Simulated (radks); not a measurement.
Values are calculated unless marked as measured or tabulated.
All-electron atom: Rb+ in [Ar] 3d8 4s2 4p6 4f2 (not the ground configuration).

Code: a radial shooting solver on a logarithmic mesh with Libxc functionals. Model: Dirac Kohn-Sham, PBE, spin-unpolarised, spherical densities, point nucleus; open shells fill j = l - 1/2 first.

Energy parts (eV):
part                       energy
total                  -80861.261
kinetic                 83187.352
electron-nucleus      -193557.437
Hartree                 32183.841
exchange-correlation    -2675.017

Orbitals (lengths in bohr, moments of r in powers of bohr; <r^-3> diverges for s and p1/2):
| orbital | occ. | eigenvalue (eV) | <r^2> | <r^4> | <r^-3> |
|---|---|---|---|---|---|
| 1s1/2 | 2 | -15092.72 | 0.002188 | 0.00001235 | - |
| 2s1/2 | 2 | -2075.418 | 0.03720 | 0.002392 | - |
| 2p1/2 | 2 | -1888.490 | 0.02844 | 0.001628 | - |
| 2p3/2 | 4 | -1827.739 | 0.02986 | 0.001777 | 1565 |
| 3s1/2 | 2 | -354.1616 | 0.2886 | 0.1298 | - |
| 3p1/2 | 2 | -287.2254 | 0.2914 | 0.1398 | - |
| 3p3/2 | 4 | -277.6169 | 0.3026 | 0.1505 | 250.2 |
| 3d3/2 | 4 | -161.3699 | 0.2982 | 0.1760 | 34.54 |
| 3d5/2 | 4 | -159.6671 | 0.3019 | 0.1802 | 33.32 |
| 4s1/2 | 2 | -61.0971 | 1.959 | 5.770 | - |
| 4p1/2 | 2 | -43.1991 | 2.404 | 9.030 | - |
| 4p3/2 | 4 | -41.9062 | 2.489 | 9.677 | 33.80 |
| 4d3/2 | 0 | -16.4927 | 4.827 | 41.55 | 2.658 |
| 4d5/2 | 0 | -16.3650 | 4.880 | 42.46 | 2.562 |
| 4f5/2 | 2 | -3.1540 | 46.54 | 3433 | 0.01375 |
| 4f7/2 | 0 | -3.1538 | 46.54 | 3433 | 0.01373 |
| 5s1/2 | 0 | -13.5416 | 12.61 | 235.1 | - |
| 5p1/2 | 0 | -9.6828 | 18.04 | 482.9 | - |
| 5p3/2 | 0 | -9.5092 | 18.59 | 511.2 | 4.544 |

The highest occupied level is 4f5/2 at -3.154 eV. The configuration is held as typed, so some empty levels lie below it. Summed over all electrons, <r^2> = 116.8 bohr^2, which gives a Langevin (diamagnetic) susceptibility term of -92.5 x 10^-6 cm^3/mol. The density falls to 0.001 e/bohr^3 at r = 5.21 bohr.
